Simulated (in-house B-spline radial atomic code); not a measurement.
Results of a calculation; reference values are marked as such.
# Correlation energy from the adiabatic connection: −V exp(−r²/w²), V = 0.605, w = 6.8

Two electrons in a singlet, external potential −V exp(−r²/w²), V = 0.605, w = 6.8 (atomic units). Full CI in B-splines (partial waves to l = 8, correlation up to 0.6 % small) with the density held fixed gives W(λ) = <V_ee>_λ − U, and E_c is the integral of W(λ) − W(0) from 0 to 1.

```tsv
λ	W(λ) − W(0) (hartree)
0	0.00000
0.02	-0.00195
0.05	-0.00474
0.12	-0.01065
0.25	-0.01981
0.4	-0.02813
0.6	-0.03659
0.8	-0.04300
1	-0.04802
```

Question: Integrate the table by the trapezoid rule.

Answer: The strips give -0.00002, -0.00010, -0.00054, -0.00198, -0.00360, -0.00647, -0.00796, -0.00910, which sum to -0.02977 hartree. The direct value, W(1) − W(0) + T_c with T_c = 0.01811, is -0.02991; the curve is convex, so chords lie above it and the trapezoids fall short in size by 0.47 %.

Question: Now use only three numbers: W(0) = -0.2414, the initial slope W'(0) = -0.0993 (extrapolated from the first points) and the strong-coupling limit of the point-charge-plus-continuum model, W∞ = -0.33257. What do second-order theory and the interpolation W(λ) = W∞ + (W(0) − W∞)/√(1 + 2χλ) of Seidl, Perdew and Levy give?

Answer: Second order keeps the slope alone: E_c = W'(0)/2 = -0.04965, +66 % in size against -0.02991. Matching the slope fixes χ = W'(0)/(W∞ − W(0)) = -0.0993/(-0.09117) = 1.08917. Integrating, with s = √(1 + 2χ) = 1.782792, E_c = −(W(0) − W∞)(s − 1)/(s + 1) = −0.09117 × 0.782792/2.782792 = -0.02565 hartree, -14.2 % in size against the full result. At λ = 1 the formula gives W − W(0) = -0.04003 against -0.04802. Part of the miss can come from the model's W∞.
